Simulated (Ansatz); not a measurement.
CH₃FOSb (`C[O][Sb][F]`) radical. Total charge 0; spin multiplicity 2. Sb: def2 effective core potential.

Cartesian coordinates in Å:
```
C 0.196 -0.273 -0.787
O 0.268 0.985 -0.145
Sb 0.210 1.180 1.782
F -1.210 -0.084 2.075
H 1.091 -0.875 -0.592
H -0.684 -0.841 -0.471
H 0.128 -0.091 -1.862
```

Q: What are the harmonic wavenumbers in cm⁻¹ at PBE0-D4/def2-TZVP (Ansatz, finite differences of forces, unscaled)? (An estimate is asked.)

A: Computed: 71, 88, 163, 267, 566, 604, 1095, 1172, 1186, 1470, 1489, 1498, 3017, 3089, 3117.

Q: Is this a minimum?

A: Yes, all 15 modes are real.

Q: Give the ideal-gas thermochemistry at 298.15 K and 1 bar (rigid rotor, harmonic oscillator; point group C1, symmetry number 1).

A: Zero-point energy 113.0 kJ/mol; H(298) − E = 130.9 kJ/mol; entropy 343.5 J/(mol·K), of which translation 173.0, rotation 109.9, vibration 54.8, electronic 5.8; G(298) − E = 28.5 kJ/mol. Modes under 100 cm⁻¹ are hindered rotations or soft bends, so the harmonic entropy is rough.

Q: Rotational constants (cm⁻¹)?

A: 0.2335, 0.1051, 0.07544.
